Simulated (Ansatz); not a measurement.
Reaction (hydrogenolysis of the Si–C bond): `B[SiH](Br)C=O` + H₂ → `B[SiH2]Br` + `C=O`

Computed with Ansatz on PBE0-D4/def2-TZVP structures; ΔE is electronic, products minus reactants. CCSD(T)/CBS is the MP2 limit (def2-TZVPP, def2-QZVPP) plus CCSD(T) − MP2 in def2-TZVPP, frozen cores. This one scheme is used for every species. DFT in def2-TZVPP. B3LYP here is the variant with VWN-RPA as its local correlation; programs differ in this. HSE06 is defined as in plane-wave codes. For Br outer-core shells are correlated without core-valence functions, which leaves a few kJ/mol of doubt a bond. Scalar relativity is left out up to krypton. One conformer a species, not always the lowest.

```
             level  ΔE (kJ/mol)  difference from CCSD(T)/CBS
       LDA (SPW92)        -18.2                         14.4
            PBE-D4        -17.7                         14.9
         revPBE-D4        -13.9                         18.7
           BLYP-D4        -18.5                         14.1
         r2SCAN-D4        -22.8                          9.8
            B97M-V        -32.5                          0.1
           PBE0-D4        -29.8                          2.8
        r2SCANh-D4        -26.8                          5.8
        r2SCAN0-D4        -32.0                          0.6
          BHLYP-D4        -39.6                         -7.0
      CAM-B3LYP-D4        -35.8                         -3.2
           ωB97X-V        -35.3                         -2.7
           ωB97M-V        -32.6                          0.0
            B2PLYP        -36.7                         -4.1
               PBE        -23.8                          8.8
            revPBE        -26.8                          5.8
              BLYP        -30.8                          1.8
              PBE0        -35.3                         -2.7
             B3LYP        -38.6                         -6.0
           r2SCANh        -28.7                          3.9
           r2SCAN0        -34.1                         -1.5
             HSE06        -34.9                         -2.3
             BHLYP        -48.0                        -15.4
           LC-ωPBE        -40.2                         -7.6
RPA@PBE/def2-TZVPP        -40.5                         -7.9
       HF/def2-SVP        -68.4                        -35.8
      MP2/def2-SVP        -41.6                         -9.0
     CCSD/def2-SVP        -50.7                        -18.1
  CCSD(T)/def2-SVP        -45.3                        -12.7
     HF/def2-TZVPP        -63.5                        -30.9
    MP2/def2-TZVPP        -32.3                          0.3
SCS-MP2/def2-TZVPP        -38.4                         -5.8
   CCSD/def2-TZVPP        -42.4                         -9.8
CCSD(T)/def2-TZVPP        -35.8                         -3.2
     HF/def2-QZVPP        -63.5                        -30.9
    MP2/def2-QZVPP        -30.5                          2.1
SCS-MP2/def2-QZVPP        -36.7                         -4.1
      HF/CBS(def2)        -63.5                        -30.9
     MP2/CBS(def2)        -29.1                          3.5
    CCSD/CBS(def2)        -39.2                         -6.6
       CCSD(T)/CBS        -32.6                            0
```

Largest T1 diagnostic among the species: 0.015.

From PBE to PBE0 (25 % exact exchange), in def2-TZVPP and without D4, ΔE moves by −11.5 kJ/mol. In def2-TZVPP, CCSD(T) changes the Hartree–Fock value by +27.6 kJ/mol (the triples alone add +6.6 kJ/mol) and MP2 by +31.2 kJ/mol. The D4 term adds +9.8 kJ/mol with B3LYP and +5.5 kJ/mol with PBE0; it sums over pairs of atoms, weighted by their polarisabilities, and B3LYP, whose exchange is more repulsive, gets the larger term.

CCSD(T)/CBS has its own doubt, a few kJ/mol and more with outer-core shells, so smaller differences from it don't rank the levels.
